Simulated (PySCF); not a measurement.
Species: C5H12Si.
SMILES with atom numbers: `[CH3:1][SiH2:2][CH:3]1[CH2:4][CH2:5][CH2:6]1` (hydrogens: H7, H8, H9 on C1; H10, H11 on Si2; H12 on C3; H13, H14 on C4; H15, H16 on C5; H17, H18 on C6)

Cartesian coordinates in Å at the PBE0-D3(BJ)/def2-SVP level; atoms count from 1:
```xyz
18
C5H12Si angstrom
C      2.6928   -0.2375   -0.0060
Si     1.1470    0.7729    0.3446
C     -0.3282    0.1444   -0.6465
C     -1.6965    0.7330   -0.2126
C     -1.9784   -0.5680    0.5622
C     -0.8447   -1.2561   -0.2211
H      3.5424    0.1141    0.5992
H      2.9774   -0.1615   -1.0672
H      2.5281   -1.3014    0.2258
H      0.8155    0.6997    1.8066
H      1.3907    2.2145    0.0124
H     -0.0900    0.2512   -1.7187
H     -2.3755    0.8626   -1.0699
H     -1.6971    1.6736    0.3621
H     -1.7357   -0.4687    1.6310
H     -2.9869   -0.9999    0.4785
H     -1.2212   -1.8316   -1.0812
H     -0.1646   -1.9114    0.3481
```

Linear response at wB97X-D/def2-SVPD (PySCF, frozen core in the response, non-relativistic).

Static isotropic polarisability: 84.87 au (12.58 Å³), principal values 75.8, 82.6, 96.2 au.

Task: What is the polarisability at 1064 nm and at the sodium D line?

Result: 85.53 au at 1064 nm (+0.8 %), 87.06 au at 589.3 nm (+2.6 %). The rise at 589.3 nm is 3.34 times that at 1064 nm; a pure ω² law gives 3.26. The lowest singlet lies at 158 nm, shorter than both wavelengths.

Task: What is the isotropic C6 coefficient between two such molecules, C6 = (3/π)∫α(iω)² dω?

Result: 2928 au (Eh·bohr⁶) by a ten-point quadrature over imaginary frequencies, which is 1750 eV·Å⁶ or 169 J·nm⁶/mol.

Task: Which effective excitation energy ω̄ makes London's formula C6 = (3/4)α²ω̄ exact here?

Result: ω̄ = 4·C6/(3α²) = 0.542 Eh = 14.7 eV. A one-pole form α(ω) = α/(1 − ω²/ω̄²) fitted to the 1064 nm value gives 13.3 eV. London's choice of the ionisation energy (9.78 eV, ΔSCF at the same level) gives C6 = 1940 au, 34 % too low.

Task: How anisotropic is the static polarisability, by Δα² = ½[(α1 − α2)² + (α2 − α3)² + (α3 − α1)²]?

Result: Δα = 18.0 au, or 0.21 of the isotropic value.

Task: What three-body coefficient follows from the one-pole estimate C9 = (3/4)·α·C6?

Result: 186000 au. This is an estimate from the two numbers above, not a computed integral.

Task: What n − 1 at the D line would an ideal gas of it have at 273.15 K and 1 atm (2.6868 × 10¹⁹ cm⁻³), by n − 1 = 2π·N·α′?

Result: 21.78 × 10⁻⁴, a formal value whether or not that pressure can be reached.

Task: What molar refraction at the D line follows from R = (4π/3)·N_A·α′, with α′ the polarisability volume?

Result: α′ = 12.90 Å³ gives R = 32.54 cm³/mol, for isolated, non-vibrating species.

Task: The lowest 6 singlets have (eV, f): 7.85, 0.003; 8.02, 0.002; 8.47, 0.037; 8.57, 0.009; 8.59, 0.017; 8.63, 0.071. What share of the static polarisability do they carry in the sum over states α = Σ f/ω²?

Result: 1.40 au, 1.7 % of α; the largest term, 0.70 au, is that of the state at 8.63 eV. Their oscillator strengths add up to 0.14. Higher states carry the rest.

Task: How many electrons N does the Slater–Kirkwood formula C6 = (3/4)·√N·α^(3/2) need to give this C6?

Result: N = (4·C6/3)²/α³ = 24.9; the species has 56 electrons in all.

One conformer stands for the species.

The pairwise dispersion term of wB97X-D wasn't added to the energies; at a given geometry it leaves orbitals and properties as they are.
